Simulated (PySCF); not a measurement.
What does the PBE0-D3(BJ)/def2-SVP structure of `O[SiH2]/C=C/[SiH2]Cl` look like in three dimensions?

Z-matrix in Å and degrees, rows numbered from 1:
```
O 
Si  1  1.6687
C   2  1.8712  1  109.82
C   3  1.3439  2  121.74  1     5.45
Si  4  1.8639  3  124.52  2   179.91
Cl  5  2.0727  4  108.57  3    -0.67
H   1  0.9611  2  116.41  3    79.63
H   2  1.4889  1  106.63  3   119.92
H   2  1.4979  1  111.34  3  -120.87
H   3  1.1002  2  119.87  1  -174.63
H   4  1.1012  3  118.11  2     0.43
H   5  1.4913  4  111.36  3   118.24
H   5  1.4905  4  111.43  3  -119.91
```

Si5 (chlorine-bound silicon) is tetrahedral (angles from 108.1° to 111.4°). Si2 (oxygen-bound silicon) is tetrahedral (angles from 106.6° to 111.3°). Of the pairs four or more bonds apart, Cl6···H10 is among the closest relative to their van der Waals radii: 2.79 Å, 94 % of the sum of Bondi's values.

Theory: PBE0-D3(BJ)/def2-SVP geometry optimisation, gas phase (PySCF 2.14.0).

Whether it is a minimum is left open (no frequencies). One conformer, not necessarily the lowest (H–O1–Si2–C3 80°, O1–Si2–C3–C4 5°, C3–C4–Si5–Cl6 -1°).
